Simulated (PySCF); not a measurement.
Input of a run (PBE0-D3(BJ)/def2-SVP geometry optimisation, gas phase (PySCF 2.14.0)), started from GFN2-xTB:
```
{"job": {"xc": "PBE0", "basis": "def2-SVP", "d3": "d3bj", "grid": 1, "shake": 0.01, "kind": "geom"}, "charge": 0, "multiplicity": 1}
C     -1.366570     0.292440    -0.252310
C     -0.318760    -0.393870     0.557870
Ge     1.485120    -0.049470    -0.135090
H     -2.346230     0.115310     0.138760
H     -1.232560     1.388690    -0.254130
H     -1.363620    -0.008790    -1.295670
H     -0.357050    -0.066470     1.601260
H     -0.480880    -1.460260     0.552720
H      1.651480    -0.507530    -1.520390
H      2.546470    -0.745670     0.698710
H      1.820730     1.409790    -0.107380
```

Output (energies in Eh, forces in Eh/bohr):
```
step   0  E = -2157.33608546  max force = 0.027228
step   1  E = -2157.34104655  max force = 0.007223
step   2  E = -2157.34134491  max force = 0.001414
step   3  E = -2157.34135033  max force = 0.000216
optimisation converged
```

Summarise the run.

The energy falls by 0.143 eV over 4 energy and gradient evaluations, the largest force component goes from 0.0272 to 2.2e-04 Eh/bohr, and the atoms move by 0.042 Å rms after alignment. The bond that changes most is Ge3–H9 (ends: germanium bonded to C and 3 H; Ge–H hydrogen), which lengthens by 0.074 Å. Bonds longer at the end by more than 0.005 Å: 8 of 10; shorter: 0. Among the angles that change most is H10–Ge3–H11, from 106.3° to 108.8°. The energy never rose by more than 1e-6 Eh on the way. The first step brought 94 % of the lowering.

What are the final bond lengths?

C1–C2 1.523 Å, C2–Ge3 1.961 Å, C1–H4 1.102 Å, C1–H5 1.102 Å, C1–H6 1.102 Å, C2–H7 1.103 Å, C2–H8 1.102 Å, Ge3–H9 1.543 Å, Ge3–H10 1.542 Å, Ge3–H11 1.543 Å. Numbering counts from 1 in the input's order; the species is `C[CH2][GeH3]` (ethylgermane).

The run used 100 basis functions and 23 SCF cycles in all. Time: 15 s; peak memory 0.41 GiB. Hardware: one thread, Arm Neoverse V1 (aarch64) (shared host).

Stationary, but not proved a minimum.
